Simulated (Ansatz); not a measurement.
Program: Ansatz. Geometries: PBE0-D4/def2-TZVP. ΔE: electronic, gas phase. CCSD(T)/CBS adds triple-zeta CCSD(T) − MP2 to the extrapolated MP2 energy (def2 sets, frozen cores). DFT in def2-TZVPP. B3LYP here is the variant with VWN-RPA as its local correlation; programs differ in this. HSE06 is defined as in plane-wave codes. def2 core potentials past Kr. For Sn outer-core shells are correlated without core-valence functions, which leaves a few kJ/mol of doubt a bond. Each species was taken in one conformer, which may not be the lowest.

Consider the substitution at a C–Al bond: `C[CH](C)[Al]([Cl])[CH](C)C` + `[NH2][Sn]([Cl])([Cl])[Cl]` → `CC(C)[NH][Sn]([Cl])([Cl])[Cl]` + `C[CH](C)[AlH][Cl]`.

```
             level  ΔE (kJ/mol)  difference from CCSD(T)/CBS
       LDA (SPW92)         29.7                         -4.1
            PBE-D4         39.9                          6.1
         revPBE-D4         36.9                          3.1
           BLYP-D4         36.6                          2.8
         r2SCAN-D4         38.7                          4.9
            B97M-V         27.5                         -6.3
           PBE0-D4         39.1                          5.3
        r2SCANh-D4         38.7                          4.9
        r2SCAN0-D4         38.7                          4.9
          HSE06-D4         39.5                          5.7
          BHLYP-D4         34.8                          1.0
           ωB97X-V         33.5                         -0.3
           ωB97M-V         37.9                          4.1
            B2PLYP         37.9                          4.1
               PBE         42.2                          8.4
            revPBE         46.5                         12.7
              BLYP         42.3                          8.5
            r2SCAN         39.1                          5.3
              PBE0         41.0                          7.2
             B3LYP         40.6                          6.8
           r2SCANh         39.2                          5.4
           r2SCAN0         39.2                          5.4
             HSE06         41.2                          7.4
         CAM-B3LYP         36.2                          2.4
           LC-ωPBE         39.8                          6.0
RPA@PBE/def2-TZVPP         29.5                         -4.3
      MP2/def2-SVP         20.5                        -13.3
     CCSD/def2-SVP         18.4                        -15.4
  CCSD(T)/def2-SVP         17.2                        -16.6
     HF/def2-TZVPP         31.8                         -2.0
    MP2/def2-TZVPP         34.8                          1.0
SCS-MP2/def2-TZVPP         32.7                         -1.1
   CCSD/def2-TZVPP         33.9                          0.1
CCSD(T)/def2-TZVPP         33.4                         -0.4
     HF/def2-QZVPP         31.8                         -2.0
    MP2/def2-QZVPP         35.0                          1.2
SCS-MP2/def2-QZVPP         33.1                         -0.7
      HF/CBS(def2)         31.8                         -2.0
     MP2/CBS(def2)         35.2                          1.4
    CCSD/CBS(def2)         34.3                          0.5
       CCSD(T)/CBS         33.8                            0
```

Largest T1 diagnostic among the species: 0.011.

Leaving LDA and LC-ωPBE aside and taking each functional with its dispersion term where it has one, the values spread over 12.4 kJ/mol, from B97M-V to PBE-D4. LDA lies −12.4 kJ/mol from PBE without D4. The D4 term adds −3.8 kJ/mol with B3LYP and −1.9 kJ/mol with PBE0; it sums over pairs of atoms, weighted by their polarisabilities, and B3LYP, whose exchange is more repulsive, gets the larger term. From BLYP to BHLYP (50 % exact exchange), in def2-TZVPP and without D4, ΔE moves by −5.1 kJ/mol.
